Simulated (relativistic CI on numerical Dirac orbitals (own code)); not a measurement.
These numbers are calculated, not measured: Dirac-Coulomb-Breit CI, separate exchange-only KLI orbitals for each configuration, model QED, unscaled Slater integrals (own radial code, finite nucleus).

CI space (outside the closed core [Ne]): 3s2.3p6, 3s2.3p5.3d, 3s.3p6.3d, 3s2.3p5.4s, 3s2.3p5.4p, 3s2.3p5.4d, 3s.3p6.4s, 3s2.3p5.4f, 3s.3p6.4p, 3p6.3d.4p, 3s.3p6.4d, 3s.3p6.4f, 3s2.3p5.5s, 3s2.3p5.5p, 3s2.3p5.5d, 3s2.3p5.5f, 3s2.3p5.5g, 3s.3p6.5s, 3s.3p6.5p, 3s2.3p5.6s, 3s2.3p5.6p, 3s.3p6.5d, 3p6.3d2, 3p5.3d3, 3p5.3d2.4s, 3p5.3d2.4p, 3p5.3d2.4d, 3p6.3d.4s, 3p5.3d.4s2, 3p5.3d.4s.4p, 3p5.3d.4s.4d. Double excitations out of closed p, d and f shells are left out; levels of such configurations are missing from the list, as are those of other unlisted configurations, and high levels can miss mixing partners. These lack a partner that the ground configuration has and come out too high: 3s2.3p5.4f, 3s2.3p5.5s, 3s2.3p5.5p, 3s2.3p5.5d, 3s2.3p5.5f.

At this charge energies of transitions that change n are usually good to better than 1 %, and those within a shell (Δn = 0) to a few per cent.

Outline of the computed level scheme of Sr XXI. Lowest level of each configuration: 3s2.3p6 1S_0 at 0.000 eV; 3s2.3p5.3d 3P°_0 at 95.392 eV; 3s.3p6.3d 3D_1 at 195.792 eV; 3p6.3d2 3F_2 at 398.319 eV; 3s2.3p5.4s 3P°_2 at 432.137 eV; 3s2.3p5.4p 3S_1 at 457.786 eV; 3p5.3d3 5D°_2 at 487.767 eV.

Some strong electric-dipole decays among the lowest 45 levels: 3s2.3p5.4s 1P°_1 → 3s2.3p6 1S_0 (6.3e+11 s⁻¹); 3s2.3p5.3d 1P°_1 → 3s2.3p6 1S_0 (6.2e+11 s⁻¹); 3s2.3p5.4s 3P°_1 → 3s2.3p6 1S_0 (4.4e+11 s⁻¹); 3s2.3p5.4p 3D_3 → 3s2.3p5.3d 3F°_4 (2.7e+11 s⁻¹); 3s2.3p5.4p 3D_2 → 3s2.3p5.3d 3F°_3 (2.5e+11 s⁻¹); 3s2.3p5.4p 3S_1 → 3s2.3p5.3d 3P°_1 (1.6e+11 s⁻¹); 3s2.3p5.4p 3S_1 → 3s2.3p5.3d 3P°_2 (1.2e+11 s⁻¹); 3s2.3p5.4p 3P_2 → 3s2.3p5.3d 3P°_2 (8.8e+10 s⁻¹).

LS names give the leading component of a level, which can be under half, so a name can repeat, a term be missing and a line seem to break the LS rules.
